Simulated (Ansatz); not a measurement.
`CC[C@@]12[C@H]3[C@H]4[C@H]5[C@@H]1[Hf]4532([NH2])([NH2])[F]` from Hartree–Fock to CCSD(T)

Cartesian coordinates in Å:
```
C 0.4765 2.0077 1.8049
C 1.4545 1.7538 0.6653
C 0.9386 0.8471 -0.4103
C 1.6248 -0.2558 -0.9671
C 0.8274 -0.8216 -1.9806
C -0.3634 -0.0688 -2.0657
C -0.2977 0.9583 -1.0987
Hf -0.4664 -1.1628 0.2079
N -1.0633 -2.8887 -0.7030
N -2.1947 -0.6026 1.1463
F 0.6781 -1.5454 1.7236
H 0.2790 1.0878 2.3621
H -0.4760 2.3967 1.4376
H 0.8833 2.7359 2.5097
H 1.7314 2.7102 0.2071
H 2.3782 1.3281 1.0656
H 2.5866 -0.6202 -0.6341
H 1.0771 -1.6886 -2.5742
H -1.1883 -0.2554 -2.7380
H -1.0606 1.7004 -0.9150
H -1.5444 -3.6033 -0.1714
H -0.8977 -3.2342 -1.6345
H -2.2588 -0.0525 1.9914
H -3.1241 -0.7262 0.7710
```

Total charge 0; spin multiplicity 1. Correlated methods include outer-core shells of Hf, which these sets cover unevenly. Hf: def2 effective core potential. The geometry is a stationary point of PBE0-D4/def2-TZVP. It is one conformer, not always the lowest. Frozen core, restricted reference, the Gaussian-basis code of Ansatz.

| basis | HF (Eh) | MP2 corr. | CCSD corr. | (T) | CCSD(T) total |
| --- | --- | --- | --- | --- | --- |
| def2-SVP | -528.27960 | -1.73803 | -1.79936 | -0.06580 | -530.14476 |
| def2-TZVPP | -528.85253 | -2.19119 | -2.22393 | -0.10228 | -531.17874 |
| def2-QZVPP | -528.87464 | -2.36485 | – | – | – |
